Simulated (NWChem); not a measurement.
System: C2H4BFO2; SMILES O=CB(F)CO

The following NWChem deck was run.

```
start job
memory heap 200 mb stack 700 mb global 900 mb
geometry units angstroms
  O      2.009423    -0.630982     1.224328
  C      1.566187     0.219201     0.489301
  B      0.146435     0.192644    -0.257427
  F      0.105883     0.587916    -1.504155
  C     -1.149671    -0.285983     0.524208
  O     -2.350079    -0.119765    -0.207035
  H      2.175132     1.134847     0.304378
  H     -1.215867     0.229728     1.495488
  H     -0.991916    -1.349734     0.773072
  H     -3.089632    -0.449925     0.314699
end
basis spherical
  * library def2-svp
end
dft
  xc pbe0
  iterations 150
end
driver
  maxiter 120
end
task dft optimize
task dft freq
```

Parts of the log:

```
             Northwest Computational Chemistry Package (NWChem) 7.3.0
             --------------------------------------------------------

 C1  symmetry detected

                             Geometry "geometry" -> ""
                             -------------------------

 Output coordinates in angstroms (scale by  1.889725989 to convert to a.u.)

  No.       Tag          Charge          X              Y              Z
 ---- ---------------- ---------- -------------- -------------- --------------
    1 O                    8.0000    -0.71617834    -2.31993775    -0.22696332
    2 C                    6.0000     0.15861391    -1.64873424     0.26675558
    3 B                    5.0000     0.40228686    -0.07904495     0.04158287
    4 F                    9.0000     1.63452840     0.32907319    -0.12344889
    5 C                    6.0000    -0.83054523     0.92098133     0.04216676
    6 O                    8.0000    -0.45796741     2.28504205    -0.01986735
    7 H                    1.0000     0.87518220    -2.13777452     0.96731794
    8 H                    1.0000    -1.46613958     0.73504128     0.92260455
    9 H                    1.0000    -1.45544200     0.65029643    -0.82652181
   10 H                    1.0000    -1.25103662     2.83168592    -0.03916369

 Effective nuclear repulsion energy (a.u.)     209.1987069653

                                Z-matrix (autoz)
                                --------

 Units are Angstrom for bonds and degrees for angles

[...]

      ----------------------
      Optimization converged
      ----------------------

  Step       Energy      Delta E   Gmax     Grms     Xrms     Xmax
  ---- ---------------- -------- -------- -------- -------- --------
@   28    -353.12928162  1.4D-09  0.00001  0.00000  0.00041  0.00141
                                     ok       ok       ok       ok

                                Z-matrix (autoz)
                                --------

 Units are Angstrom for bonds and degrees for angles

[...]

 Rotational Constants
 --------------------
 A=   0.193383 cm-1  (  0.278228 K)
 B=   0.078218 cm-1  (  0.112536 K)
 C=   0.056265 cm-1  (  0.080952 K)

 Temperature                      =   298.15K
 frequency scaling parameter      =   1.0000

 Zero-Point correction to Energy  =   42.174 kcal/mol  (  0.067209 au)
 Thermal correction to Energy     =   46.691 kcal/mol  (  0.074407 au)
 Thermal correction to Enthalpy   =   47.283 kcal/mol  (  0.075351 au)

 Total Entropy                    =   85.197 cal/mol-K
   - Translational                =   39.387 cal/mol-K (mol. weight =  90.0288)
   - Rotational                   =   27.029 cal/mol-K (symmetry #  =        1)
   - Vibrational                  =   18.781 cal/mol-K

 Cv (constant volume heat capacity) =   22.615 cal/mol-K
   - Translational                  =    2.979 cal/mol-K
   - Rotational                     =    2.979 cal/mol-K
   - Vibrational                    =   16.656 cal/mol-K

[normal modes left out]

 ----------------------------------------------------------------------------
 Normal Eigenvalue ||           Projected Infra Red Intensities
  Mode   [cm**-1]  || [atomic units] [(debye/angs)**2] [(KM/mol)] [arbitrary]
 ------ ---------- || -------------- ----------------- ---------- -----------
    1       -0.000 ||    0.000013           0.000         0.012       0.004
    2        0.000 ||    0.000242           0.006         0.236       0.067
    3        0.000 ||    0.000281           0.006         0.274       0.078
    4        0.000 ||    0.000009           0.000         0.009       0.003
    5        0.000 ||    0.000057           0.001         0.056       0.016
    6        0.000 ||    0.000135           0.003         0.131       0.037
    7       31.543 ||    0.022137           0.511        21.580       6.131
    8       91.461 ||    0.000157           0.004         0.153       0.044
    9      143.661 ||    0.009447           0.218         9.209       2.616
   10      228.952 ||    0.006094           0.141         5.940       1.688
   11      287.970 ||    0.069406           1.601        67.660      19.223
   12      388.621 ||    0.080634           1.860        78.606      22.333
   13      431.518 ||    0.005358           0.124         5.223       1.484
   14      573.748 ||    0.056765           1.310        55.338      15.722
   15      705.856 ||    0.000671           0.015         0.654       0.186
   16      715.971 ||    0.001520           0.035         1.481       0.421
   17      969.723 ||    0.009506           0.219         9.267       2.633
   18     1105.489 ||    0.135800           3.133       132.384      37.612
   19     1157.108 ||    0.007120           0.164         6.941       1.972
   20     1227.398 ||    0.001373           0.032         1.339       0.380
   21     1237.837 ||    0.042559           0.982        41.488      11.787
   22     1341.361 ||    0.110478           2.549       107.699      30.599
   23     1404.770 ||    0.031963           0.737        31.159       8.853
   24     1422.783 ||    0.101722           2.347        99.164      28.174
   25     1495.596 ||    0.077895           1.797        75.936      21.574
   26     1832.614 ||    0.052759           1.217        51.432      14.612
   27     2869.210 ||    0.151922           3.505       148.101      42.077
   28     2964.571 ||    0.038366           0.885        37.401      10.626
   29     2990.121 ||    0.021997           0.507        21.444       6.092
   30     3897.459 ||    0.046780           1.079        45.603      12.956
 ----------------------------------------------------------------------------
```

Level: PBE0/def2-SVP.
